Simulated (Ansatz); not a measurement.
A CCSD(T) single point on C6H16F2GeN2, SMILES `CC(C)[NH][Ge]([F])([F])[NH]C(C)C`.

```yaml
crystal:
  periodic: [false, false, false]
  atoms:
    - {symbol: C, position_ang: [-1.927426, -2.482467, -1.053869]}
    - {symbol: C, position_ang: [-1.338136, -1.561186, 0.005040]}
    - {symbol: C, position_ang: [-1.827449, -1.923432, 1.396972]}
    - {symbol: N, position_ang: [-1.616986, -0.152085, -0.257978]}
    - {symbol: Ge, position_ang: [-0.614778, 0.820437, -1.377256]}
    - {symbol: F, position_ang: [-1.407781, 2.358676, -1.450692]}
    - {symbol: F, position_ang: [-0.588696, 0.313492, -3.033381]}
    - {symbol: N, position_ang: [1.104369, 0.828961, -0.879824]}
    - {symbol: C, position_ang: [1.526546, 1.295366, 0.438062]}
    - {symbol: C, position_ang: [1.675411, 2.808926, 0.503660]}
    - {symbol: C, position_ang: [2.810729, 0.589004, 0.838147]}
    - {symbol: H, position_ang: [-1.676263, -3.526821, -0.851458]}
    - {symbol: H, position_ang: [-1.555446, -2.224478, -2.047629]}
    - {symbol: H, position_ang: [-3.018598, -2.396927, -1.068713]}
    - {symbol: H, position_ang: [-0.247190, -1.668181, -0.012785]}
    - {symbol: H, position_ang: [-2.913922, -1.805862, 1.462821]}
    - {symbol: H, position_ang: [-1.371016, -1.277259, 2.148535]}
    - {symbol: H, position_ang: [-1.590947, -2.962565, 1.636890]}
    - {symbol: H, position_ang: [-2.602525, 0.071642, -0.261068]}
    - {symbol: H, position_ang: [1.762185, 1.045888, -1.615741]}
    - {symbol: H, position_ang: [0.738331, 0.995289, 1.138501]}
    - {symbol: H, position_ang: [0.741937, 3.305876, 0.231343]}
    - {symbol: H, position_ang: [1.959385, 3.133715, 1.507946]}
    - {symbol: H, position_ang: [2.452439, 3.145809, -0.189841]}
    - {symbol: H, position_ang: [3.619455, 0.844962, 0.146018]}
    - {symbol: H, position_ang: [3.125292, 0.887108, 1.840877]}
    - {symbol: H, position_ang: [2.679280, -0.494087, 0.819222]}
basis:
  gaussian: {orbitals: def2-SVP}
correlation: {method: ccsd_t}
```

```sh
$ ansatz run in.yaml --threads 11 --pin off --events-out ev --progress --plain --backend cuda
```

Log, shortened:

```
Functional definition: HF
2553 factors; integrals over basis functions are off by at most 1.5e-3 eV
mean field evaluation 1: about -71261.9750 eV, gradient 5.7e1 eV
mean field evaluation 2: about -71262.1927 eV, gradient 5.7e1 eV
mean field evaluation 4: about -71269.6736 eV, gradient 6.0e0 eV
mean field evaluation 8: about -71269.7723 eV, gradient 2.9e-1 eV
mean field -71269.77253979 eV, -2619.1158324503 hartree, gradient 7.5e-7 eV, S^2 0.000000; 0 other end points of the search recorded, 0 dependent functions left out
19 core orbitals not correlated: weight in the atoms' cores, before any rotation towards them, 1.000 or more for the frozen orbitals, at most 0.000 for the correlated occupied ones
reference -71269.77253979 eV, -2619.1158324503 hartree; 39, 39 occupied and 194, 194 virtual orbitals, 2553 factors
second order -48.99147759 eV of doubles, -0.00000000 eV of singles
cycle   1  -50.00092619 eV  change    -1.0e0 eV  update   1.5e-1
cycle   2  -51.18276375 eV  change    -1.2e0 eV  update   4.2e-2
cycle   3  -51.45042150 eV  change   -2.7e-1 eV  update   2.1e-2
cycle   4  -51.44566409 eV  change    4.8e-3 eV  update   4.4e-3
cycle   5  -51.44512175 eV  change    5.4e-4 eV  update   1.8e-3
cycle   6  -51.44580933 eV  change   -6.9e-4 eV  update   5.3e-4
cycle   7  -51.44539341 eV  change    4.2e-4 eV  update   1.8e-4
cycle   8  -51.44531519 eV  change    7.8e-5 eV  update   6.4e-5
perturbative correction -1.40681120 eV, -0.0516993581 hartree
Total energy: -71322.62466617 eV, -2621.0581122706 hartree
```

It took 23 s on 11 threads of an AMD EPYC 7R13 on a shared host and a whole NVIDIA H100 80 GB, with 0.89 GiB of host memory at the peak.

MP2 recovers 92.7 % of the CCSD(T) correlation energy and the triples give 2.7 %; T1 = 0.0100.
